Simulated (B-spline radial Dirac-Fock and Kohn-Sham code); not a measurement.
## Core-level shifts of zinc with charge state

Model: multi-electron Dirac-Fock with separately optimised hole states, Breit and Lamb-shift corrections added in first order. Program: a B-spline atomic structure program. Each ion is free and in its tabulated ground configuration. Correlation and solid-state effects are left out.

Reference: Zn¹³⁺, [Ne] 3s2 3p5, with 1s 10109.8 eV, 2s 1648.8 eV. Shifts from it, in eV (a dash: the subshell is empty, belongs to an open shell averaged over j, or its hole state is left out as unreliable):

```csv
ion,configuration,1s,2s
Zn¹⁴⁺,[Ne] 3s2 3p4,+55.2,+49.1
Zn¹⁵⁺,[Ne] 3s2 3p3,+112.3,+99.5
Zn¹⁶⁺,[Ne] 3s2 3p2,+171.3,+151.3
Zn¹⁷⁺,[Ne] 3s2 3p1,+232.1,+204.5
Zn¹⁸⁺,[Ne] 3s2,+294.7,+259.0
Zn¹⁹⁺,[Ne] 3s1,–,–
Zn²⁰⁺,[He] 2s2 2p6,+418.1,+365.1
Zn²¹⁺,[He] 2s2 2p5,+576.7,+467.8
```

Values without a named source are computed, but for edge energies of neutral atoms, which are taken from tables.
